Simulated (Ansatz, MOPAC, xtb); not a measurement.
Dissociation curve of OLi (cation, charge +1), lowest singlet found (which spin is the ground state isn't settled by this scan).

Levels of theory: RKS-PBE = restricted PBE/aug-cc-pVDZ run with Ansatz (a quantum-chemistry and plane-wave program); GFN1-xTB (xtb); PM7, restricted, heats of formation (MOPAC); FCI = full CI/aug-cc-pVDZ, frozen core (Ansatz).

Energies relative to the lowest point of each curve between 1.69 and 2.60 Å, where full CI is lowest, in kcal/mol:

| R / Å | RKS-PBE | GFN1-xTB | PM7 |
|---|---|---|---|
| 1.52 | 26.8 | 7.4 | 16.1 |
| 1.60 | 16.9 | 3.7 | 11.1 |
| 1.69 | 9.5 | 1.4 | 6.9 |
| 1.75 | 6.2 | 0.6 | 4.8 |
| 1.84 | 2.9 | 0.1 | 2.6 |
| 1.90 | 1.6 | 0.0 | 1.5 |
| 1.97 | 0.6 | 0.1 | 0.7 |
| 2.01 | 0.3 | 0.2 | 0.4 |
| 2.18 | 0.1 | 0.9 | 0.0 |
| 2.33 | 0.8 | 1.9 | 0.4 |
| 2.43 | 1.4 | 2.6 | 0.9 |
| 2.84 | 4.3 | 5.3 | 3.1 |

What does FCI give at the same points?

1.52: 28.5; 1.60: 18.1; 1.69: 10.3; 1.75: 6.8; 1.84: 3.3; 1.90: 1.8; 1.97: 0.7; 2.01: 0.4; 2.18: 0.1; 2.33: 0.8; 2.43: 1.4; 2.84: 4.3 (kcal/mol).

The scan ran from 1.39 to 6.63 Å; beyond the distances shown full CI changes its symmetry label. The restricted form behind RKS-PBE, PM7 keeps the bonding electrons paired and can't separate into open-shell fragments. Also computed but left out beside FCI, since their determinant holds another spin at the minimum (<S²> over 0.7 above the pure value): UHF, UMP2, UCCSD, UCCSD(T), UKS-PBE0, UKS-B3LYP, UKS-PBE, UKS-B3LYP/6-31G*, UHF/STO-3G, UKS-B3LYP/LANL2DZ, UKS-LDA (SVWN5)/6-31G*.
